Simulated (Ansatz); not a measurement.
**Ligand exchange: CHBrF2 + AuOH → CH2F2O + AuBr**

Gas-phase species: CHBrF2 (bromodifluoromethane) `FC(F)Br`, singlet; AuOH `[OH][Au]`, singlet; CH2F2O `OC(F)F`, singlet; AuBr (bromogold), singlet. The partners trade Br for OH: C–Br and Au–OH bonds give way to C–OH and Au–Br.

Shapes, held fixed at every level: PBE0-D4/def2-TZVP. Flexible molecules stand in one conformer, not always the lowest. Programs: Ansatz 0.2.0. The zero-point and thermal change to 298 K, harmonic and unscaled (PBE0-D4/def2-TZVP), is +7.1 kJ/mol.

Q: Estimate ΔH(298 K) of this reaction.

A: The highest level, CCSD(T)/def2-TZVPP, gives ΔH(298 K) = -203.9 kJ/mol; the levels span -235.5 to -192.2. The column of differences is taken from that level and isn't an error. No measured value is set beside it here. For atoms past krypton def2 sets carry core potentials with scalar relativity. Relativity is left out for Br. Outer-core shells of Au, Br are correlated, in sets that cover them unevenly.

| level | kind | ΔH(298 K) (kJ/mol) | less CCSD(T)/def2-TZVPP |
| --- | --- | --- | --- |
| SPW92/def2-TZVPP | LDA | -192.2 | +11.7 |
| PBE0-D4/def2-TZVPP | global hybrid | -208.9 | -5.0 |
| B2PLYP/def2-TZVPP | double hybrid | -199.9 | +4.0 |
| MP2/def2-SVP | perturbation theory | -228.3 | -24.4 |
| CCSD/def2-SVP | coupled cluster or CI | -235.5 | -31.6 |
| CCSD/def2-TZVPP | coupled cluster or CI | -214.1 | -10.2 |
| CCSD(T)/def2-TZVPP | coupled cluster or CI | -203.9 | 0.0 |
